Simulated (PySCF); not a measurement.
BeCl, SMILES [Be][Cl], multiplicity 2. Geometry optimised at B3LYP-D3(BJ)/def2-TZVPD. The multiplicity is an assumed one; other spin states were not compared.

Calculation: B3LYP-D3(BJ)/def2-TZVPD in PySCF.

Harmonic wavenumbers (cm⁻¹): 818. Rotational constants (GHz): 21.38 (linear); symmetry number 1.

Problem. Work out the zero-point energy and the ideal-gas rigid-rotor harmonic-oscillator thermochemistry at 298.15 K and 1 atm.

Solution. ZPE = ½ Σ hcν = ½ × 818 cm⁻¹ = 4.89 kJ/mol. H − E(el) = 13.76 kJ/mol. Entropy in J/(mol K): translation 156.07, rotation 55.47, vibration 0.81, spin 5.76, total 218.12. G − E(el) = -51.27 kJ/mol. Cp = 31.70 J/(mol K).
